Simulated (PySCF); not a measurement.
A TDDFT job was run through a driver script with this input:

```
{"job": {"kind": "uv", "xc": "PBE0", "basis": "def2-SVPD", "nstates": 6, "ntriplets": 2}, "charge": 0, "multiplicity": 1}
F      1.952121    -1.435991    -0.248816
C      1.971322    -0.113212     0.063218
F      3.224981     0.296819    -0.145406
O      1.157497     0.606891    -0.739093
C     -0.190395     0.570880    -0.496721
C     -0.854681    -0.435842     0.256257
C     -2.197333    -0.209523     0.302676
Se    -2.612335     1.317426    -0.640417
N     -0.899493     1.529675    -1.019461
H      1.746186    -0.029832     1.144640
H     -0.362612    -1.281157     0.702922
H     -2.934060    -0.816818     0.794175
```

Output:

```
coarse grid: 56368 points
cycle   1  E = -2883.8717686349  dE =  9.137e-01  |g| = 8.594e-01  |ddm| = 6.158e+00
cycle   2  E = -2883.7367656751  dE =  1.350e-01  |g| = 1.238e+00  |ddm| = 2.380e+00
cycle   3  E = -2884.0009995542  dE = -2.642e-01  |g| = 1.604e-01  |ddm| = 1.508e+00
cycle   4  E = -2884.0052645322  dE = -4.265e-03  |g| = 8.565e-02  |ddm| = 3.791e-01
cycle   5  E = -2884.0070427618  dE = -1.778e-03  |g| = 1.558e-02  |ddm| = 1.689e-01
cycle   6  E = -2884.0070922296  dE = -4.947e-05  |g| = 4.713e-03  |ddm| = 2.305e-02
cycle   7  E = -2884.0070971018  dE = -4.872e-06  |g| = 1.228e-03  |ddm| = 8.502e-03
final grid: 119432 points
cycle   8  E = -2884.0071215507  dE =  4.905e-07  |g| = 1.876e-03  |ddm| = 8.522e-03
cycle   9  E = -2884.0071197386  dE =  1.812e-06  |g| = 3.226e-03  |ddm| = 8.467e-03
cycle  10  E = -2884.0071224119  dE = -2.673e-06  |g| = 3.050e-04  |ddm| = 5.536e-03
cycle  11  E = -2884.0071224297  dE = -1.781e-08  |g| = 5.007e-05  |ddm| = 4.472e-04
cycle  12  E = -2884.0071224304  dE = -6.075e-10  |g| = 1.348e-05  |ddm| = 9.613e-05
converged SCF energy = -2884.0071224304

Static polarisability (au): isotropic 82.512, principal 56.427 78.037 113.074

Singlet excitations
state   eV       nm        f      main configurations
  1   5.0815    244.0   0.00048   H->L+1 0.98
  2   5.1450    241.0   0.16615   H->L 0.93
  3   5.6020    221.3   0.00088   H-2->L 0.97
  4   6.0037    206.5   0.02919   H-1->L 0.75, H-1->L+1 0.18
  5   6.0382    205.3   0.00873   H-1->L+1 0.80, H-1->L 0.16
  6   6.5440    189.5   0.03469   H-2->L+1 0.94

Triplet excitations (Tamm-Dancoff, eV): 3.7180 4.0645
```

Computed, not measured: TDDFT PBE0/def2-SVPD, vertical, gas phase, core orbitals frozen in the response (PySCF 2.14.0, density-fitted response routines). The structure is a single GFN2-xTB conformer in the gas phase; no vibrational or solvent corrections. Relativistic effects, spin–orbit coupling among them, are left out although an element past zinc is present.

Task: What is the polarisability anisotropy, √(½[(α1 − α2)² + (α2 − α3)² + (α3 − α1)²])?

Result: 49.51 au.

Task: What is the total energy of state 5 at this geometry?

Result: -2884.00712 + 0.22190 = -2883.78522 hartree.

Task: What transition dipole goes with state 2?

Result: |μ|² = 3f / (2ΔE) = 3 × 0.1661 / (2 × 0.1891) = 1.318 au, so |μ| = 2.92 D.

Task: Which orbital energies lie behind H and L?

Result: HOMO -7.42 eV and LUMO -1.54 eV, a gap of 5.87 eV; state 1 differs from that by -0.79 eV.

Task: Give the mean polarisability in Å³.

Result: 82.51 au × 0.148185 = 12.23 Å³.

Task: Which species is it?

Result: `FC(F)OC1=N[Se]C=C1` (C4H3F2NOSe), point group C1.

The SCF starts on a coarse grid; the energy jumps when the final grid takes over, and dE counts afresh there. H and L stand for HOMO and LUMO.

Conformer computed: `[F:1][CH:2]([F:3])[O:4][c:5]1[cH:6][cH:7][se:8][n:9]1`: F1–C2–O4–C5 78°, C2–O4–C5–C6 -19°.
